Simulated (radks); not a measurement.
Mo+, configuration [Kr] 4d5 (the NIST ground configuration).

Method: scalar-relativistic Kohn-Sham, PBE, spin-unpolarised, spherical densities, point nucleus; computed with a radial shooting solver on a logarithmic mesh with Libxc functionals.

Energy parts (eV):
| part | energy |
|---|---|
| total | -110161.655 |
| kinetic | 113586.542 |
| electron-nucleus | -265219.048 |
| Hartree | 44826.700 |
| exchange-correlation | -3355.849 |

Orbitals (lengths in bohr, moments of r in powers of bohr; <r^-3> diverges for s and p1/2):
| orbital | occ. | eigenvalue (eV) | <r^-3> | <r> | <1/r> | <r^4> |
|---|---|---|---|---|---|---|
| 1s | 2 | -19829.46 | - | 0.03517 | 43.55 | 7.208e-06 |
| 2s | 2 | -2806.297 | - | 0.1537 | 9.805 | 0.001335 |
| 2p | 6 | -2509.441 | 2551 | 0.1339 | 9.532 | 0.0009571 |
| 3s | 2 | -483.2264 | - | 0.4289 | 3.366 | 0.06876 |
| 3p | 6 | -385.9371 | 424.4 | 0.4306 | 3.201 | 0.07597 |
| 3d | 10 | -227.6635 | 56.36 | 0.4153 | 2.968 | 0.08347 |
| 4s | 2 | -71.1143 | - | 1.109 | 1.229 | 2.956 |
| 4p | 6 | -45.2891 | 59.97 | 1.239 | 1.085 | 4.982 |
| 4d | 5 | -10.4141 | 3.750 | 1.892 | 0.7154 | 40.74 |

The highest occupied level is 4d at -10.414 eV. For comparison, the ionisation energy in NIST's Atomic Spectra Database is 16.2 eV (semi-empirical). In exact Kohn-Sham theory the highest level is minus the ionisation energy, but local and semilocal functionals leave it too shallow, through self-interaction and a potential that decays too fast; potentials with the right tail come closer. The density falls to 0.001 e/bohr^3 at r = 4.01 bohr.

Beside tabulated values, note that spin-unpolarised runs miss the spin-polarisation part of the exchange energy of open shells.
